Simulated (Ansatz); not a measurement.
Consider the substitution at a C–Br bond: `CC(C)Br` + `CN[SiH2]Cl` → `CC(C)N(C)[SiH2]Cl` + HBr.

Gas-phase electronic energies from Ansatz, PBE0-D4/def2-TZVP geometries. CCSD(T)/CBS is the MP2 limit (def2-TZVPP, def2-QZVPP) plus CCSD(T) − MP2 in def2-TZVPP, frozen cores. For Br outer-core shells are correlated without core-valence functions, which leaves a few kJ/mol of doubt a bond. Scalar relativity is left out up to krypton. Each species was taken in one conformer, which may not be the lowest.

```
            species  CCSD(T)/CBS(def2) energy (Eh)
          `CC(C)Br`                    -2691.70361
       `CN[SiH2]Cl`                     -845.29269
`CC(C)N(C)[SiH2]Cl`                     -963.07060
                HBr                    -2573.91920
```

Problem. Work out ΔE.

Solution. ΔE = (-963.07060) + (-2573.91920) − (-2691.70361) − (-845.29269) = 0.00650 Eh = +17.1 kJ/mol.

Largest T1 diagnostic among the species: 0.010.

The D4 term adds −14.9 kJ/mol with B3LYP and −9.3 kJ/mol with PBE0; it sums over pairs of atoms, weighted by their polarisabilities, and B3LYP, whose exchange is more repulsive, gets the larger term. In def2-TZVPP, CCSD(T) changes the Hartree–Fock value by −19.8 kJ/mol (the triples alone add −2.1 kJ/mol) and MP2 by −17.3 kJ/mol. At CCSD(T), def2-SVP lies −27.0 kJ/mol from the extrapolated value and def2-TZVPP −4.1 kJ/mol.

B3LYP here is the variant with VWN-RPA as its local correlation; programs differ in this.
